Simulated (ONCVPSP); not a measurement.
# Cutoff test, tin, ONCV

Sn, optimised norm-conserving Vanderbilt (ONCV), made with ONCVPSP 4.0.1 (PBEsol, scalar-relativistic). Core [Kr] 4d10, reference 5s2 5p2. Waves: 5s: rc 1.70 bohr, ncon 4, nbas 9, qcut 3.7 1/bohr, 3 projectors, debl 3.7 Ha; 5p: rc 2.70 bohr, ncon 5, nbas 9, qcut 2.6 1/bohr, 2 projectors, debl 2.5 Ha; d scattering state at 0.16 Ha: rc 2.75 bohr, ncon 3, nbas 7, qcut 3.3 1/bohr, 2 projectors, debl 2.9 Ha. Local part: polynomial inside 1.35 bohr (lpopt 5, dvloc0 1 Ha). Core correction: polynomial model core, fcfact 0.2.

**Question.** For each optimised wave give the share of its norm inside rc, the residual kinetic energy above qcut (Ha) and the cutoffs (Ha) for errors of 10, 1, 0.1 and 0.01 mHa per electron.

**Answer.**

| wave | norm inside rc | residual KE | 10 mHa | 1 mHa | 0.1 mHa | 0.01 mHa |
| --- | --- | --- | --- | --- | --- | --- |
| 5s | 0.203 | 7.3e-04 | 4.2 | 6.4 | 72.8 | 88.3 |
| s projector 2 | 0.105 | 4.9e-02 | 24.4 | 99.0 | 113.8 | 164.1 |
| s projector 3 | 0.076 | 5.0e-01 | 33.3 | 109.7 | 134.0 | 158.4 |
| 5p | 0.394 | 1.9e-03 | 1.3 | 4.7 | 29.3 | 35.5 |
| p projector 2 | 0.141 | 4.6e-02 | 5.6 | 19.5 | 39.5 | 45.4 |
| d projector 1 | 0.123 | 8.4e-05 | 1.0 | 1.9 | 5.2 | 25.9 |
| d projector 2 | 0.152 | 5.7e-03 | 4.9 | 9.2 | 32.2 | 61.2 |

The occupied waves need 6.4 Ha and 73 Ha for 1 and 0.1 mHa. The cutoffs count occupied waves only; projector 2 of the s channel, the hardest unoccupied one, needs 99 Ha at the loose tolerance. Note: ghosts flagged at negative energy: s at -1972.9 eV; GHOST(+) flagged for p at 77.8 eV, d at 109.3 eV, s at 148.9 eV, s at 541.5 eV. A true bound ghost makes a file unfit for plane-wave use. Its largest configuration-test error is -408 meV.
